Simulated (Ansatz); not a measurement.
Born–Oppenheimer molecular dynamics of GaH3O (5 atoms, charge 0, multiplicity 1). It goes on from the last frame of an earlier run, with new velocities.

Level of theory: RHF/def2-SVP in Ansatz 0.2.0.

| Item | Value |
| --- | --- |
| ensemble | NVE (velocity Verlet) |
| time step | 1 fs |
| steps asked | 100 |
| starting velocities drawn for | 300 K |
| seed | 746715 |

First frame:

```xyz
5
Properties=species:S:1:pos:R:3
Ga -0.023 -0.024 -0.047
O -0.041 -0.109 1.688
H -0.792 -0.307 2.218
H 1.470 0.009 -0.751
H -1.372 0.040 -0.730
```

Question: How far do the bonds stretch over the last three quarters of this one trajectory? (Pairs bonded in most of those frames.)

Answer: 
```csv
bond,mean (Å),spread (Å),shortest,longest
Ga1–O2,1.774,0.029,1.74,1.82
Ga1–H4,1.574,0.057,1.48,1.66
Ga1–H5,1.581,0.063,1.49,1.68
O2–H3,0.945,0.022,0.91,0.98
```

Mean temperature of the second half: 319 K. The conserved energy stayed within 0.87 meV per atom of its start (net change -0.083 meV per atom), so the integration is sound. A run of 0.1 ps of so small a system gives no equilibrium averages.

Run time: 65 s on 1 thread of Arm Neoverse V1 (shared host), peak memory 0.1 GiB.
